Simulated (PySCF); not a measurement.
C₆H₈F₂O.
SMILES with atom numbers: `[CH2:1]=[C:2](/[CH:3]=[CH:4]/[CH3:5])[O:6][CH:7]([F:8])[F:9]` (hydrogens: H10, H11 on C1; H12 on C3; H13 on C4; H14, H15, H16 on C5; H17 on C7)

Geometry (PBE0-D3(BJ)/def2-SVP, Å), atoms numbered from 1 in this order:
```xyz
17
C6H8F2O angstrom
C     -1.587   -0.895   -1.270
C     -0.716   -0.393   -0.378
C      0.708   -0.225   -0.641
C      1.586    0.285    0.235
C      3.044    0.447   -0.014
O     -1.068    0.006    0.886
C     -2.364    0.328    1.141
F     -2.377    1.034    2.270
F     -3.103   -0.779    1.342
H     -2.634   -1.084   -1.035
H     -1.227   -1.163   -2.263
H      1.042   -0.562   -1.627
H      1.205    0.603    1.212
H      3.635   -0.134    0.714
H      3.351    1.499    0.111
H      3.329    0.122   -1.025
H     -2.819    0.909    0.317
```

Computed with PySCF at B3LYP/def2-SVPD, non-relativistic, on one gas-phase PBE0-D3(BJ)/def2-SVP geometry that isn't relaxed in the solvent. The solvent is an IEF-PCM continuum (van der Waals radii × 1.2). Only the electrostatic response of the medium enters.

Gas phase at B3LYP/def2-SVPD: HOMO -6.57 eV, LUMO -1.18 eV, dipole 2.47 D.

Question: What does the continuum do to the energy, the frontier levels and the dipole at B3LYP/def2-SVPD in benzene and chloroform?

Answer: 
| solvent | ε | E(solvent) − E(gas) (kJ/mol) | polarisation term (kJ/mol) | distortion of the solute (kJ/mol) | HOMO (eV) | LUMO (eV) | dipole (D) |
| --- | --- | --- | --- | --- | --- | --- | --- |
| benzene | 2.271 | -7.66 | -8.14 | 0.48 | -6.49 | -1.09 | 2.73 |
| chloroform | 4.711 | -12.38 | -13.69 | 1.31 | -6.46 | -1.06 | 2.90 |

The first energy column is the sum of the next two and covers electrostatics alone. From benzene to chloroform the lowering changes by a factor 1.62, Onsager's factor (ε − 1)/(2ε + 1) by 1.55 and ε itself by 2.1.

Question: Which radius a makes the point-dipole formula ΔE = −[(ε − 1)/(2ε + 1)]·μ²/a³ give the value in chloroform, with the gas-phase dipole?

Answer: μ = 0.972 au and |ΔE| = 0.00472 Eh give a = 2.19 Å; the farthest nucleus lies 3.71 Å from the centroid of the nuclei, so such a sphere wouldn't even hold the nuclei. The formula assumes a rigid point dipole at the centre of a sphere.

Question: Give the dipole vector in the frame of the coordinates (D, pointing from negative to positive charge), gas and chloroform.

Answer: Gas (1.31, 0.59, -2.01), solvent (1.42, 0.72, -2.42). Its length changes by +17 % and its direction by 3°.

Question: How does the static polarisability (B3LYP/def2-SVPD, frozen core, with the continuum's full static response) change?

Answer: 
```
    medium  isotropic (au)  principal values (au)  ⟨r²⟩ of the electrons (bohr²)
       gas            87.4      58.2, 81.5, 122.4                         1588.9
   benzene            99.7      65.6, 91.6, 141.8                         1588.4
chloroform           108.1      71.6, 98.1, 154.4                         1588.1
```

The isotropic value in chloroform is 1.24 times the gas-phase one; no cavity-field correction is applied. ⟨r²⟩ is taken about the centre of nuclear charge.

Hardware: Arm Neoverse V1, one thread, shared host. Cost: 58 s wall. This is the whole response run at B3LYP/def2-SVPD in chloroform, SCF included.
